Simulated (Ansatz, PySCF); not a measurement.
Molecule: isocyanic acid, CHNO (charge 0, singlet). SMILES: N=C=O
Structure (B3LYP-D3(BJ)/def2-TZVP (Ansatz, a first-principles code) minimum search):
```xyz
4

N     -1.1014     0.2807     0.2471
C      0.0427    -0.0239    -0.0008
O      1.1482    -0.1990    -0.3207
H     -1.7320    -0.2289     0.8408
```

Wanted: vertical ionisation energy (to the doublet state of charge +1; each state is the SCF solution reached for its spin; the UHF <S^2> is 0.92 for the doublet (pure: 0.75)), in eV. Cores are frozen in the correlated levels unless marked. UHF or UKS for open shells. No spin-orbit coupling. Non-relativistic. CBS(X,Y): correlation extrapolated as X^-3; Hartree-Fock from the larger set. The bracket is a focal-point correction in the basis named.

| level | program | vertical ionisation energy (eV) |
|---|---|---|
| HF/aug-cc-pVDZ | Ansatz | 10.34 |
| HF/aug-cc-pVTZ | Ansatz | 10.33 |
| M06-2X/def2-TZVPD | PySCF | 11.90 |
| wB97M-V/def2-TZVPD | Ansatz | 11.69 |
| MP2/aug-cc-pVTZ | Ansatz | 12.39 |
| RI-MP2/aug-cc-pVQZ | Ansatz | 12.47 |

Task: What does RI-MP2/CBS(aug-cc-pVTZ,aug-cc-pVQZ)+[CCSD(T)-MP2]/aug-cc-pVTZ (Ansatz) give?

Result: 11.83 eV
